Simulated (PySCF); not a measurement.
Job file and geometry (Å, from GFN2-xTB) of an NMR shielding run on SMILES CCNCc1cccs1, C$_{7}$H$_{11}$NS, GIAO PBE0/pcSseg-1 NMR shielding, non-relativistic, gas phase in PySCF; density fitting, a coarse starting grid and PySCF grid level 2 are the driver's defaults:

```
{"job": {"kind": "nmr", "xc": "PBE0", "basis": "pcSseg-1"}, "charge": 0, "multiplicity": 1}
C     -2.683732     1.469704     0.030507
C     -1.640923     0.453357     0.473326
N     -1.271255    -0.392829    -0.647100
C     -0.297792    -1.423179    -0.328532
C      1.040880    -0.892006     0.085759
C      1.554367    -0.763867     1.338849
C      2.820266    -0.133177     1.362744
C      3.247316     0.222297     0.126670
S      2.117682    -0.212261    -1.095299
H     -3.525005     0.957080    -0.427522
H     -3.038670     2.042354     0.883294
H     -2.260562     2.157192    -0.698936
H     -0.775804     0.978394     0.914643
H     -2.062900    -0.198911     1.244714
H     -0.916845     0.183513    -1.406177
H     -0.706570    -2.030271     0.484991
H     -0.191250    -2.054658    -1.215831
H      1.047594    -1.113787     2.221061
H      3.381449     0.046745     2.262345
H      4.156607     0.714989    -0.154963
```

Problem. Write the output of this run.

Solution. 
```
coarse grid: 17112 points
cycle   1  E = -725.5916340515  dE =  1.382e+00  |g| = 4.515e-01  |ddm| = 4.221e+00
cycle   2  E = -725.5662018362  dE =  2.543e-02  |g| = 5.529e-01  |ddm| = 1.018e+00
cycle   3  E = -725.6429264280  dE = -7.672e-02  |g| = 1.003e-01  |ddm| = 6.527e-01
cycle   4  E = -725.6454221880  dE = -2.496e-03  |g| = 4.054e-02  |ddm| = 1.633e-01
cycle   5  E = -725.6458338022  dE = -4.116e-04  |g| = 1.046e-02  |ddm| = 4.624e-02
cycle   6  E = -725.6458560883  dE = -2.229e-05  |g| = 3.522e-03  |ddm| = 1.308e-02
cycle   7  E = -725.6458586223  dE = -2.534e-06  |g| = 9.281e-04  |ddm| = 3.473e-03
final grid: 160288 points
cycle   8  E = -725.7004099859  dE = -3.625e-05  |g| = 1.070e-02  |ddm| = 3.832e-02
cycle   9  E = -725.7003854424  dE =  2.454e-05  |g| = 1.427e-02  |ddm| = 2.462e-02
cycle  10  E = -725.7004386129  dE = -5.317e-05  |g| = 1.771e-03  |ddm| = 1.662e-02
cycle  11  E = -725.7004395052  dE = -8.923e-07  |g| = 3.602e-04  |ddm| = 2.422e-03
cycle  12  E = -725.7004395336  dE = -2.835e-08  |g| = 1.306e-04  |ddm| = 4.164e-04
cycle  13  E = -725.7004395373  dE = -3.659e-09  |g| = 3.557e-05  |ddm| = 1.285e-04
cycle  14  E = -725.7004395375  dE = -2.465e-10  |g| = 1.781e-05  |ddm| = 5.041e-05
converged SCF energy = -725.7004395375

GIAO shielding tensors (ppm)
atom      isotropic    diamagn.    paramagn.     s11        s22        s33       span
  0 C      168.960     245.522     -76.562    155.217    163.622    188.040     32.824
  1 C      141.203     247.342    -106.139    123.609    134.228    165.773     42.164
  2 N      188.074     322.364    -134.290    148.159    186.681    229.383     81.225
  3 C      134.004     241.186    -107.182    109.543    134.376    158.092     48.550
  4 C       30.382     264.965    -234.582    -39.870      8.406    122.611    162.480
  5 C       56.116     250.992    -194.876    -25.173     50.770    142.752    167.925
  6 C       56.299     254.540    -198.242    -26.938     46.246    149.587    176.524
  7 C       53.709     263.468    -209.759    -37.424     55.987    142.565    179.990
  8 S      286.226    1058.299    -772.073    143.806    308.270    406.602    262.796
  9 H       30.304      28.001       2.304     26.326     28.075     36.512     10.185
 10 H       30.564      27.772       2.793     26.054     27.793     37.846     11.791
 11 H       30.958      29.836       1.122     26.436     29.895     36.543     10.107
 12 H       28.959      33.207      -4.248     22.972     30.933     32.973     10.001
 13 H       29.619      31.888      -2.269     25.074     28.940     34.843      9.770
 14 H       31.904      35.825      -3.921     23.945     33.384     38.385     14.440
 15 H       27.985      30.899      -2.913     23.243     27.854     32.859      9.616
 16 H       27.290      29.268      -1.978     22.000     27.272     32.598     10.598
 17 H       24.768      33.031      -8.264     22.023     24.006     28.275      6.252
 18 H       24.683      30.065      -5.382     21.628     24.782     27.640      6.012
 19 H       24.589      30.959      -6.370     21.665     24.486     27.615      5.949
```

Problem. Turn these shieldings into chemical shifts. Scale: ¹³C (σref 186.93), ¹H (σref 31.72) vs TMS; NH3 for ¹⁵N (σref 267.73); CS2 for ³³S (σref 503.73) (reference shieldings calculated alike).

Solution. Averaging equivalent atoms: C 4: 156.5; C 7: 133.2; C 5: 130.8; C 6: 130.6; C 3: 52.9; C 1: 45.7; C 0: 18.0; N 2: 79.7; S 8: 218; H 19: 7.13; H 18: 7.03; H 17: 6.95; H 15/16: 4.08; H 12/13: 2.43; H 9/10/11: 1.11; H 14: -0.19 ppm. Experimental scales use liquid or dissolved standards, which lie at an offset from isolated NH3 (liquid NH3: subtract about 20 ppm).

Size and cost of the density-fitted run: 215 basis functions, 72 s wall time on 1 thread of an Arm Neoverse N1, shared host.
